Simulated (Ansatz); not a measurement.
Cost and result for the atomization energy of C₃H₄AlFO, SMILES `C#[C][Al]([OH])[CH2]F` (10 atoms, 9 bonds).

```json
{"atom": "C1", "x (Å)": "2.575", "y (Å)": "-0.746", "z (Å)": "-0.948"}
{"atom": "C2", "x (Å)": "1.431", "y (Å)": "-0.594", "z (Å)": "-0.583"}
{"atom": "Al3", "x (Å)": "-0.364", "y (Å)": "-0.346", "z (Å)": "-0.008"}
{"atom": "O4", "x (Å)": "-1.487", "y (Å)": "-1.607", "z (Å)": "-0.091"}
{"atom": "C5", "x (Å)": "-1.056", "y (Å)": "1.350", "z (Å)": "0.717"}
{"atom": "F6", "x (Å)": "-0.066", "y (Å)": "2.337", "z (Å)": "0.726"}
{"atom": "H7", "x (Å)": "3.584", "y (Å)": "-0.874", "z (Å)": "-1.269"}
{"atom": "H8", "x (Å)": "-1.289", "y (Å)": "-2.483", "z (Å)": "-0.418"}
{"atom": "H9", "x (Å)": "-1.425", "y (Å)": "1.235", "z (Å)": "1.743"}
{"atom": "H10", "x (Å)": "-1.903", "y (Å)": "1.728", "z (Å)": "0.132"}
```

Total charge 0; spin multiplicity 1. All single points use the PBE0-D4/def2-TZVP geometry. It is one conformer, not always the lowest. Program: Ansatz. All runs use 4 threads of an Arm Neoverse V2 on a shared host. Times are those of one run each, without the atoms' runs, and a repeat can differ threefold. Electronic energies, without spin–orbit coupling; frozen cores. CCSD(T)/CBS adds CCSD(T) − MP2 in def2-TZVPP to the MP2 limit, and its time is that of the two runs behind it. T1 = 0.013. B3LYP takes the VWN-RPA correlation (the form of Gaussian; ORCA's B3LYP/G). HSE06 is the plane-wave form, built on full-range PBE exchange.

CCSD(T)/CBS is a level of theory with its own doubt, some kJ/mol a heavy atom from the limit and from the frozen cores, so smaller differences don't rank the functionals.

| level | functions | wall time | atomization (kJ/mol) | difference from CCSD(T)/CBS | per bond |
| --- | --- | --- | --- | --- | --- |
| LDA (SPW92)/def2-TZVPP | 253 | 1.2 s | 4701.1 | 615.7 | 68.4 |
| BLYP-D4/def2-TZVPP | 253 | 1.9 s | 4088.1 | 2.7 | 0.3 |
| PBE0-D4/def2-TZVPP | 253 | 3 s | 4073.0 | -12.4 | -1.4 |
| BHLYP-D4/def2-TZVPP | 253 | 3 s | 3904.8 | -180.6 | -20.1 |
| HSE06-D4/def2-TZVPP | 253 | 3.2 s | 4076.6 | -8.8 | -1.0 |
| B3LYP-D4/def2-TZVPP (with forces) | 253 | 4.6 s | 4064.6 | -20.8 | -2.3 |
| r2SCAN-D4/def2-TZVPP (with forces) | 253 | 5 s | 4091.1 | 5.7 | 0.6 |
| PBE-QIDH/def2-TZVPP | 253 | 6 s | 4046.9 | -38.5 | -4.3 |
| CCSD(T)/def2-SVP | 108 | 6 s | 3847.2 | -238.2 | -26.5 |
| ωB97M-V/def2-TZVPP (with forces) | 253 | 11 s | 4087.9 | 2.5 | 0.3 |
| MP2/def2-QZVPP | 475 | 21 s | 4172.4 | 87.0 | 9.7 |
| CCSD(T)/def2-TZVPP | 253 | 3 min | 3968.5 | -116.9 | -13.0 |
| CCSD(T)/CBS(def2) | – | 3.3 min | 4085.4 | 0.0 | 0.0 |

In def2-TZVPP, CCSD(T) changes the Hartree–Fock value by +1054.1 kJ/mol (the triples alone add +76.7 kJ/mol) and MP2 by +1188.6 kJ/mol; breaking electron pairs costs correlation energy, which Hartree–Fock lacks. From r2SCAN to r2SCAN0 (25 % exact exchange), in def2-TZVPP and without D4, the atomization energy moves by −98.4 kJ/mol: exact exchange takes away binding that semilocal exchange gives to molecules. At CCSD(T), def2-SVP lies −238.2 kJ/mol from the extrapolated value and def2-TZVPP −116.9 kJ/mol: correlation converges slowly with the basis, and small sets miss more of it in the bonded molecule than in its fragments.
